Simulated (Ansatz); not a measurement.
Consider the cleavage of the Si–Si bond: `CO[SiH2][SiH2]N` + H₂S → `N[SiH2]S` + `CO[SiH3]`.

Program: Ansatz. Geometries: PBE0-D4/def2-TZVP. ΔE: electronic, gas phase. CCSD(T)/CBS is the MP2 limit (def2-TZVPP, def2-QZVPP) plus CCSD(T) − MP2 in def2-TZVPP, frozen cores. This one scheme is used for every species. Functionals use def2-TZVPP. B3LYP here is the variant with VWN-RPA as its local correlation; programs differ in this. One conformer a species, not always the lowest.

| species | B3LYP energy (Eh) |
| --- | --- |
| `CO[SiH2][SiH2]N` | -752.67362 |
| H₂S | -399.42676 |
| `N[SiH2]S` | -745.59182 |
| `CO[SiH3]` | -406.53801 |

Task: Work out ΔE.

Result: ΔE = (-745.59182) + (-406.53801) − (-752.67362) − (-399.42676) = -0.02945 Eh = -77.3 kJ/mol. CCSD(T)/CBS gives -77.1 kJ/mol.

Largest T1 diagnostic among the species: 0.011.

The D4 term adds +5.3 kJ/mol with B3LYP and +3.6 kJ/mol with PBE0; it sums over pairs of atoms, weighted by their polarisabilities, and B3LYP, whose exchange is more repulsive, gets the larger term. From PBE to PBE0 (25 % exact exchange), in def2-TZVPP and without D4, ΔE moves by −5.0 kJ/mol. In def2-TZVPP, CCSD(T) changes the Hartree–Fock value by +16.2 kJ/mol (the triples alone add +1.4 kJ/mol) and MP2 by +6.1 kJ/mol.
